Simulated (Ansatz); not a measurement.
Species: C2H4BO2, charge 0, multiplicity 2. It need not be the lowest isomer of its formula. SMILES: C=[C]B(O)O
Coordinates optimised at B3LYP-D3(BJ)/def2-TZVP (Ansatz, an electronic-structure program):
```xyz
9

C      2.2186    -0.0857    -0.5471
C      0.9633    -0.0372    -0.2376
B     -0.5043     0.0195     0.1244
O     -1.1305     1.2434     0.0733
O     -1.1224    -1.1564     0.4823
H      3.0086     0.0434     0.1944
H      2.5623    -0.2585    -1.5682
H     -2.0628     1.2446     0.3092
H     -2.0549    -1.0856     0.7063
```
Charge 0, spin multiplicity 2.

Property: atomisation energy (electronic, to ground-state atoms), in kcal/mol. Correlated levels leave the core frozen unless marked. Open shells are spin-unrestricted. Spin-orbit coupling is left out. Non-relativistic. The coupled-cluster limit lacks core correlation, which all-electron functionals hold. CBS(X,Y): correlation extrapolated as X^-3; Hartree-Fock from the larger set. [CCSD(T)-MP2]/basis is that difference in the basis named.

```tsv
level	program	atomisation energy (kcal/mol)	minus last row
HF/6-31G	Ansatz	616.0	-307.1
PBE-D3(BJ)/def2-TZVPD	Ansatz + dftd3	955.8	32.7
revPBE/def2-TZVPD	Ansatz	916.1	-7.0
B97M-V/def2-TZVPD	Ansatz	928.6	5.5
CAM-B3LYP-D3(BJ)/def2-TZVPD	Ansatz + dftd3	931.4	8.3
CAM-B3LYP/def2-TZVPD	Ansatz	929.0	5.9
LC-wPBE-D3(BJ)/def2-TZVPD	Ansatz + dftd3	929.7	6.6
B2GP-PLYP-D3(BJ)/def2-TZVPD	Ansatz + dftd3	915.8	-7.3
B2GP-PLYP-D4/def2-TZVPD	Ansatz + dftd4	915.3	-7.8
MP2/6-31G	Ansatz	781.6	-141.5
MP2/cc-pVTZ	Ansatz	920.4	-2.7
RI-MP2/cc-pVTZ	Ansatz	920.3	-2.8
CCSD/6-31G*	Ansatz	834.2	-88.9
RI-MP2/CBS(cc-pVTZ,cc-pVQZ)+[CCSD(T)-MP2]/cc-pVQZ	Ansatz	923.3	0.2
CCSD(T)/CBS(cc-pVTZ,cc-pVQZ)	Ansatz	923.1	0.0
```

The UHF reference is spin-contaminated (<S^2> 0.15 over the pure value in the largest basis).
